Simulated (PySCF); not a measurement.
An unknown is described by computed data only.

Formula: CH4O5Si.

- Rotational structure: rotational constants A, B, C: 3.700, 1.683, 1.621 GHz [GFN2-xTB]
- 1H NMR: chemical shifts (computed TMS as zero) by class: 8.04 (1 H), 2.89 (3 H) ppm [GIAO PBE0/pcSseg-1]
- UV, first state: lowest singlet excitation: 5.90 eV (210 nm, f = 0.001) [TDDFT PBE0/def2-SVPD]
- 13C NMR: chemical shifts (computed TMS as zero) by class: 165.6 (1 C) ppm [GIAO PBE0/pcSseg-1]
- NMR, other nuclei: isotropic shieldings of nuclei other than C and H, by class: -105 (1 O), 100 (1 O), 287 (3 O), 427 (1 Si) ppm [GIAO PBE0/pcSseg-1]
- XPS: Si2p3/2 109.1, C1s 295.4, O1s 538.5, O1s 539.3 (×3), O1s 539.6, Si1s 1849.4 eV [ΔSCF SCAN, pcX-2 on the ionised atom, pcseg-1 elsewhere, spin-free X2C, 2p3/2 from a spin–orbit splitting computed afterwards within the 2p shell]

Gas-phase values; electronic properties from PySCF, density fitting. Levels stand in brackets. Geometry: GFN2-xTB, one conformer, isolated molecule. NMR classes are plain means over equivalent atoms (diastereotopic ones count apart unless rotation or inversion swaps them), as if these changed places fast.

Question: Give a SMILES that accounts for the data.

Answer: Numbering: `[O:1]=[CH:2][O:3][Si:4]([OH:5])([OH:6])[OH:7]`. Its formula, CH4O5Si, gives 1 degree of unsaturation: 0 rings and 1 π bond in the structure found. The one carbon: carbonyl carbon [C2] (165.6 ppm). Hydrogen classes from least to most shielded: 1 H on a carbonyl carbon, C2 (8.04 ppm), 3 H on 3 silanol oxygens, O5/O6/O7 (2.89 ppm, a mean of values up to 1.4 ppm apart in this geometry). The other shieldings belong to: -105 ppm, carbonyl oxygen [O1]; 100 ppm, oxygen singly bound to a carbonyl carbon [O3]; 287 ppm, silanol oxygen [O5/O6/O7]; 427 ppm, oxygen-bound silicon [Si4]. The core levels belong to: Si2p3/2 109.1 eV, oxygen-bound silicon [Si4]; C1s 295.4 eV, carbonyl carbon [C2]; O1s 538.5 eV, carbonyl oxygen [O1]; O1s 539.3 eV, silanol oxygen [O5/O6/O7]; O1s 539.6 eV, oxygen singly bound to a carbonyl carbon [O3]; Si1s 1849.4 eV, oxygen-bound silicon [Si4]. One atom of each topological class was ionised and stands for its class. S1 is mainly HOMO→LUMO (weight 0.98); the largest Löwdin shares of the orbital it empties are 0.65 on the carbonyl oxygen, 0.13 on the carbonyl carbon, 0.07 on the oxygen singly bound to a carbonyl carbon and 0.07 on the formyl hydrogen, of the orbital it fills 0.42 on the carbonyl carbon, 0.30 on the carbonyl oxygen, 0.16 on the oxygen singly bound to a carbonyl carbon and 0.07 on the formyl hydrogen. The optimised geometry has point group C1 and is an asymmetric top. Structure: `O=CO[Si](O)(O)O`. The assignments are read from this structure; whether some other isomer fits the data as well wasn't checked.
